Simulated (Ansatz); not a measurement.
Cost and result for the atomization energy of `B[SiH2]CC` (13 atoms, 12 bonds).

Cartesian coordinates in Å:
```
B 0.063 -0.136 2.607
Si -0.369 0.494 0.748
C 0.424 -0.478 -0.654
C 0.020 0.003 -2.044
H -0.228 0.539 3.551
H 0.576 -1.194 2.834
H -0.038 1.944 0.601
H -1.860 0.393 0.637
H 1.512 -0.425 -0.534
H 0.162 -1.534 -0.522
H 0.294 1.050 -2.198
H -1.060 -0.075 -2.193
H 0.504 -0.582 -2.831
```

Total charge 0; spin multiplicity 1. The geometry is a stationary point of PBE0-D4/def2-TZVP. It is one conformer, not always the lowest. Program: Ansatz. All runs use 4 threads of an Arm Neoverse V2 on a shared host. Times are those of one run each, without the atoms' runs, and a repeat can differ threefold. Electronic energies, without spin–orbit coupling; frozen cores. CCSD(T)/CBS adds CCSD(T) − MP2 in def2-TZVPP to the MP2 limit, and its time is that of the two runs behind it. T1 = 0.011. B3LYP takes the VWN-RPA correlation (the form of Gaussian; ORCA's B3LYP/G).

CCSD(T)/CBS is a level of theory with its own doubt, some kJ/mol a heavy atom from the limit and from the frozen cores, so smaller differences don't rank the functionals.

| level | functions | wall time | atomization (kJ/mol) | difference from CCSD(T)/CBS | per bond |
| --- | --- | --- | --- | --- | --- |
| LDA (SPW92)/def2-TZVPP | 261 | 1.1 s | 5050.5 | 520.8 | 43.4 |
| revPBE-D4/def2-TZVPP | 261 | 1.8 s | 4487.2 | -42.5 | -3.5 |
| BLYP-D4/def2-TZVPP | 261 | 1.9 s | 4503.6 | -26.1 | -2.2 |
| PBE-D4/def2-TZVPP (with forces) | 261 | 2.3 s | 4562.9 | 33.2 | 2.8 |
| PBE0-D4/def2-TZVPP | 261 | 2.5 s | 4541.1 | 11.4 | 1.0 |
| BHLYP-D4/def2-TZVPP | 261 | 2.6 s | 4487.0 | -42.7 | -3.6 |
| CAM-B3LYP-D4/def2-TZVPP | 261 | 2.9 s | 4564.0 | 34.3 | 2.9 |
| CCSD(T)/def2-SVP | 105 | 3.3 s | 4333.4 | -196.3 | -16.4 |
| B3LYP-D4/def2-TZVPP (with forces) | 261 | 4.1 s | 4549.5 | 19.8 | 1.7 |
| PBE-QIDH/def2-TZVPP | 261 | 4.8 s | 4519.1 | -10.6 | -0.9 |
| MP2/def2-QZVPP | 511 | 23 s | 4497.2 | -32.5 | -2.7 |
| CCSD(T)/def2-TZVPP | 261 | 100 s | 4437.9 | -91.8 | -7.6 |
| CCSD(T)/CBS(def2) | – | 2.1 min | 4529.7 | 0.0 | 0.0 |

In def2-TZVPP, CCSD(T) changes the Hartree–Fock value by +917.1 kJ/mol (the triples alone add +39.7 kJ/mol) and MP2 by +922.3 kJ/mol; breaking electron pairs costs correlation energy, which Hartree–Fock lacks. At CCSD(T), def2-SVP lies −196.2 kJ/mol from the extrapolated value and def2-TZVPP −91.7 kJ/mol: correlation converges slowly with the basis, and small sets miss more of it in the bonded molecule than in its fragments. From r2SCAN to r2SCAN0 (25 % exact exchange), in def2-TZVPP and without D4, the atomization energy moves by −26.6 kJ/mol: exact exchange takes away binding that semilocal exchange gives to molecules.
